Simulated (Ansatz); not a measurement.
Basis sets compared for Ga(AsH3)H3 (GaAsH₆). Total charge 0; singlet. Geometry B3LYP-D4/def2-TZVP. Ansatz on 4 threads of Intel Xeon 6975P-C on a shared host; times are rough, and most runs start from earlier orbitals.

Cartesian coordinates in Å:
```
Ga 0.012 -1.388 -0.765
As -0.011 0.983 0.539
H -0.038 2.289 -0.225
H 1.126 1.352 1.466
H -1.131 1.324 1.498
H 1.283 -1.066 -1.638
H -1.418 -1.229 -1.406
H 0.177 -2.266 0.532
```

Binding counts from free atoms (Ga doublet, As quartet, H doublet) in the same basis, without a counterpoise term.

```json
{"level": "HF/STO-3G", "functions": "42", "energy (Eh)": "-4113.6291", "HOMO (eV)": "-5.58", "LUMO (eV)": "8.50", "binding per atom (eV)": "–", "wall time": "0.15 s"}
{"level": "HF/def2-TZVP", "functions": "132", "energy (Eh)": "-4160.9036", "HOMO (eV)": "-11.00", "LUMO (eV)": "2.47", "binding per atom (eV)": "1.66", "wall time": "0.6 s"}
{"level": "PBE-D4/def2-SVP", "functions": "94", "energy (Eh)": "-4163.1275", "HOMO (eV)": "-6.66", "LUMO (eV)": "-1.06", "binding per atom (eV)": "2.29", "wall time": "0.4 s"}
{"level": "PBE-D4/def2-TZVP", "functions": "132", "energy (Eh)": "-4163.6563", "HOMO (eV)": "-6.74", "LUMO (eV)": "-1.23", "binding per atom (eV)": "2.29", "wall time": "0.66 s"}
{"level": "r2SCAN-D4/def2-TZVP (with forces)", "functions": "132", "energy (Eh)": "-4164.2750", "HOMO (eV)": "-7.05", "LUMO (eV)": "-0.81", "binding per atom (eV)": "2.33", "wall time": "1.3 s"}
{"level": "PBE0-D4/def2-SVP", "functions": "94", "energy (Eh)": "-4163.2431", "HOMO (eV)": "-7.90", "LUMO (eV)": "-0.22", "binding per atom (eV)": "2.28", "wall time": "0.6 s"}
{"level": "PBE0-D4/def2-TZVP", "functions": "132", "energy (Eh)": "-4163.7689", "HOMO (eV)": "-7.96", "LUMO (eV)": "-0.41", "binding per atom (eV)": "2.28", "wall time": "0.75 s"}
```

Task: Estimate the rows for PBE-D4/def2-TZVPD, r2SCAN-D4/def2-TZVPD, PBE0-D4/def2-TZVPD.

Result: 
```csv
level,functions,energy (Eh),HOMO (eV),LUMO (eV),binding per atom (eV),wall time
PBE-D4/def2-TZVPD,162,-4163.6572,-6.75,-1.41,2.29,0.75 s
r2SCAN-D4/def2-TZVPD,162,-4164.2759,-7.04,-0.90,2.34,1.4 s
PBE0-D4/def2-TZVPD,162,-4163.7697,-7.96,-0.65,2.29,1 s
```
